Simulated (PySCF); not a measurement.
C2H7ClOTi, multiplicity 1. Atoms are numbered in the order given.

```xyz
12

Ti    -0.2544    -0.0980     0.0000
Cl     1.9445     0.0624     0.0000
O     -0.9537    -1.7010     0.0000
H     -0.8336    -2.6539     0.0000
C     -1.0109     0.9037    -1.6135
H     -2.1124     0.9012    -1.5640
H     -0.6349     1.9405    -1.5925
H     -0.6856     0.4135    -2.5462
C     -1.0109     0.9037     1.6135
H     -0.6856     0.4135     2.5462
H     -0.6349     1.9405     1.5925
H     -2.1124     0.9012     1.5640
```
Charge 0, spin multiplicity 1.

Geometry optimised at PBE0-D3(BJ)/def2-SVP. The multiplicity is an assumed one; other spin states were not compared. One conformer was computed; it need not be the lowest.

Computed with KT2/pcSseg-1 in PySCF.

GIAO shieldings, no solvent; atoms alike by connectivity are averaged. δ = σ(ref) − σ: ³⁵Cl against HCl (σ = 945.4 ppm); ¹⁷O against H2O (σ = 330.4 ppm); ¹H against TMS (σ = 31.47 ppm); ¹³C against TMS (σ = 185.1 ppm), references at their B3LYP-D3(BJ)/def2-TZVP geometries, non-relativistic (without spin–orbit terms, shifts of atoms bonded to Cl or Br come out too high).

```csv
nucleus,atoms,count,δ (ppm)
³⁵Cl,Cl2,1,640.4
¹⁷O,O3,1,339.0
¹H,H4,1,7.29
¹H,"H6, H7, H8, H10, H11, H12",6,2.27
¹³C,"C5, C9",2,67.2
```
